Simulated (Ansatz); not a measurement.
Al₇N₇, relaxed as a singlet with RKS r2SCAN-D4/def2-SVP in Ansatz, starting from the GFN2-xTB geometry. Force threshold 0.03 eV/Å.

The restricted singlet is unstable towards broken spin symmetry at other levels; at r2SCAN-D4/def2-SVP this wasn't settled. At PBE0-D4/def2-TZVP a triplet of charge 0 lies 0.10 eV below the restricted singlet at the same geometry.

Start:

Cartesian coordinates in Å:
```
Al 1.6125 2.6187 0.0612
Al -2.6768 -0.4700 -1.2939
Al -0.5834 1.3161 -1.0604
Al -1.6540 -0.2798 1.1680
Al 0.9319 -1.4510 0.4496
Al 2.7760 0.4737 1.2460
Al -1.5082 -2.5921 -0.1553
N 0.2788 2.8814 -1.0338
N 2.9449 2.2341 1.1615
N -1.8279 0.6865 -2.2323
N -2.8621 -1.4202 0.2719
N 2.5171 -1.2528 1.2521
N 0.1669 -2.9325 -0.2853
N -0.1157 0.1880 0.4506
```

| step | energy (eV) | largest force component (eV/Å) | SCF passes |
| --- | --- | --- | --- |
| 1 | -56577.8648 | 0.688 | 92 |
| 2 | -56578.0764 | 0.546 | 47 |
| 3 | -56578.2891 | 0.300 | 51 |
| 4 | -56578.3618 | 0.433 | 43 |
| 5 | -56578.4073 | 0.151 | 36 |
| 6 | -56578.4476 | 0.204 | 39 |
| 7 | -56578.4794 | 0.566 | 41 |
| 8 | -56578.5446 | 1.274 | 42 |
| 9 | -56578.7754 | 1.627 | 45 |
| 10 | -56579.2146 | 1.504 | 47 |
| 11 | -56579.7488 | 1.428 | 52 |
| 12 | -56580.0907 | 1.151 | 106 |
| 13 | -56580.2551 | 0.529 | 39 |
| 14 | -56580.3180 | 0.671 | 38 |
| 15 | -56580.4212 | 0.652 | 42 |
| 16 | -56580.6304 | 0.880 | 43 |
| 17 | -56580.8550 | 0.468 | 43 |
| 18 | -56581.0037 | 0.431 | 43 |
| 19 | -56581.0626 | 0.189 | 44 |
| 20 | -56581.0788 | 0.087 | 42 |
| 21 | -56581.0861 | 0.204 | 43 |
| 22 | -56581.0918 | 0.153 | 37 |
| 23 | -56581.0991 | 0.042 | 37 |
| 24 | -56581.1013 | 0.050 | 37 |
| 25 | -56581.1014 | 0.101 | 36 |
| 26 | -56581.1026 | 0.066 | 33 |
| 27 | -56581.1033 | 0.010 | 33 |

Force components are those of the run's own axes.

End:

| atom | x (Å) | y (Å) | z (Å) |
| --- | --- | --- | --- |
| Al1 | 1.829 | 2.761 | 0.025 |
| Al2 | -3.427 | -0.419 | -1.361 |
| Al3 | -0.586 | 1.647 | -0.650 |
| Al4 | -1.169 | -0.885 | -0.458 |
| Al5 | 1.018 | -1.276 | 0.903 |
| Al6 | 3.037 | 0.558 | 1.199 |
| Al7 | -1.913 | -3.178 | 0.104 |
| N8 | 0.297 | 3.160 | -0.695 |
| N9 | 3.285 | 2.222 | 0.790 |
| N10 | -2.136 | 0.706 | -0.951 |
| N11 | -2.722 | -2.025 | -1.002 |
| N12 | 2.629 | -1.092 | 1.568 |
| N13 | -0.484 | -2.305 | 0.646 |
| N14 | 0.344 | 0.126 | -0.119 |

Bonds formed: Al4–N10, Al4–N13 (atoms count from 1). Metal–metal contacts that move far: Al5–Al7 2.76 to 3.58 Å, Al2–Al3 2.76 to 3.58 Å, Al2–Al7 2.68 to 3.47 Å.

No frequencies were taken in this run, so the end may be a saddle point.

It took 1.8 min on 2 threads of AMD EPYC 7R13 on a shared host and a share (18 GiB) of an NVIDIA H100 80GB HBM3, peak host memory 0.89 GiB.
